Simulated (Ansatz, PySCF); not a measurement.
Breaking a bond: SMILES B (H₃B). The B1–H4 bond (B1 also carries H, H; H4 carries nothing else) is varied alone, starting from the PBE0/def2-TZVP optimised geometry.

RKS-PBE = restricted PBE/def2-SVP (Ansatz, a first-principles code); UMP2/6-31G* = unrestricted MP2 (frozen core)/6-31G*, spherical d (PySCF); UKS-BP86/6-31G* = unrestricted BP86/6-31G*, spherical d in PySCF; FCI = full CI/def2-SVP, frozen core run with Ansatz.

Energies relative to the lowest point of each curve near equilibrium, in kcal/mol:

```json
[
 {"R / Å": "0.89", "RKS-PBE": "49.5", "UMP2/6-31G*": "46.8", "UKS-BP86/6-31G*": "47.5"},
 {"R / Å": "1.00", "RKS-PBE": "17.4", "UMP2/6-31G*": "15.2", "UKS-BP86/6-31G*": "16.1"},
 {"R / Å": "1.08", "RKS-PBE": "5.9", "UMP2/6-31G*": "4.5", "UKS-BP86/6-31G*": "5.1"},
 {"R / Å": "1.16", "RKS-PBE": "0.8", "UMP2/6-31G*": "0.3", "UKS-BP86/6-31G*": "0.5"},
 {"R / Å": "1.25", "RKS-PBE": "0.3", "UMP2/6-31G*": "0.9", "UKS-BP86/6-31G*": "0.5"},
 {"R / Å": "1.39", "RKS-PBE": "6.1", "UMP2/6-31G*": "8.5", "UKS-BP86/6-31G*": "6.8"},
 {"R / Å": "1.95", "RKS-PBE": "52.2", "UMP2/6-31G*": "64.5", "UKS-BP86/6-31G*": "53.2"},
 {"R / Å": "2.14", "RKS-PBE": "67.0", "UMP2/6-31G*": "81.4", "UKS-BP86/6-31G*": "68.1"},
 {"R / Å": "2.39", "RKS-PBE": "83.8", "UMP2/6-31G*": "92.3", "UKS-BP86/6-31G*": "85.0"},
 {"R / Å": "2.93", "RKS-PBE": "110.2", "UMP2/6-31G*": "99.9", "UKS-BP86/6-31G*": "104.2"},
 {"R / Å": "3.17", "RKS-PBE": "118.2", "UMP2/6-31G*": "100.8", "UKS-BP86/6-31G*": "107.4"},
 {"R / Å": "3.62", "RKS-PBE": "128.8", "UMP2/6-31G*": "101.6", "UKS-BP86/6-31G*": "110.3"}
]
```

### Question
Predict the corresponding FCI column.

### Answer
0.89: 49.0; 1.00: 16.7; 1.08: 5.3; 1.16: 0.5; 1.25: 0.5; 1.39: 7.2; 1.95: 55.0; 2.14: 69.0; 2.39: 83.4; 2.93: 100.5; 3.17: 103.7; 3.62: 106.5 (kcal/mol).

The restricted form behind RKS-PBE keeps the bonding electrons paired and can't separate into open-shell fragments. The unrestricted determinant behind UMP2/6-31G* is spin-contaminated at 1.95 to 4.18 Å (<S²> up to 1.0, against 0.00 for a pure singlet). The unrestricted determinant behind UKS-BP86/6-31G* is spin-contaminated at 2.63 to 4.18 Å (<S²> up to 1.0, against 0.00 for a pure singlet).
